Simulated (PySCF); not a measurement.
O₃Ta, neutral, multiplicity 2. Atoms are numbered in the order given.

```xyz
4

Ta     0.2033     0.1871     0.0000
O     -1.1239     1.2811     0.0000
O     -0.3657    -1.4940     0.7339
O     -0.3657    -1.4940    -0.7339
```
Charge 0, spin multiplicity 2.

Coordinates come from a r2SCAN-D4/def2-TZVP optimisation. The spin state was assumed, not searched. The def2 effective core potentials stand for the cores of Ta; spin–orbit coupling is left out.

Computed with PBE/def2-TZVPD (PySCF).

The molecule is in vacuum.

Computed frontier levels, dipole moment and polarisability:
```
Property                                                                                                         Value
---------------------------------------------------------------------------------------------  -----------------------
α spin, highest occupied and lowest empty level                                                     -5.33 and -4.32 eV
β spin, highest occupied and lowest empty level                                                     -6.34 and -4.12 eV
dipole moment                                                                                                   4.20 D
quadrupole, principal values (traceless, Buckingham form, about the centre of nuclear charge)    -7.17, 3.50, 3.67 D·Å
mean static polarisability                                                                       74.2 bohr³ (10.99 Å³)
polarisability, principal values                                                                63.6, 73.2, 85.8 bohr³
⟨S²⟩                                                                                           0.759 (pure state 0.75)
```
